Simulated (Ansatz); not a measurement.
Start from `N[Si](O)([SiH3])[SiH3]` and change one atom or group to get `O[Si]([SiH3])([SiH3])S`.

Ansatz, PBE0-D4/def2-TZVP geometries, multiplicity 1. Each molecule was computed in one conformer, which needn't be the lowest.

| property | `N[Si](O)([SiH3])[SiH3]` |
| --- | --- |
| size of the dipole moment (B3LYP/def2-TZVPP) / D | 0.67 |
| HOMO energy (PBE/def2-TZVPP) / eV | -6.07 |
| HOMO energy (ωB97M-V/def2-TZVPP) / eV | -9.19 |
| HOMO energy (PBE0/def2-TZVPP) / eV | -7.20 |
| LUMO energy (PBE/def2-TZVPP) / eV | -1.25 |
| HOMO energy (B3LYP/def2-TZVPP) / eV | -7.02 |

(1) Give the same properties after the change, and the shifts. (An estimate is asked.)

## Answers

(1) Computed: 
| property | `O[Si]([SiH3])([SiH3])S` | shift |
| --- | --- | --- |
| size of the dipole moment (B3LYP/def2-TZVPP) / D | 0.75 | 0.08 |
| HOMO energy (PBE/def2-TZVPP) / eV | -6.31 | -0.24 |
| HOMO energy (ωB97M-V/def2-TZVPP) / eV | -9.48 | -0.29 |
| HOMO energy (PBE0/def2-TZVPP) / eV | -7.46 | -0.26 |
| LUMO energy (PBE/def2-TZVPP) / eV | -1.51 | -0.26 |
| HOMO energy (B3LYP/def2-TZVPP) / eV | -7.24 | -0.22 |

Dipoles are sizes alone; their direction can turn.

B3LYP here is the variant with VWN-RPA as its local correlation; programs differ in this.
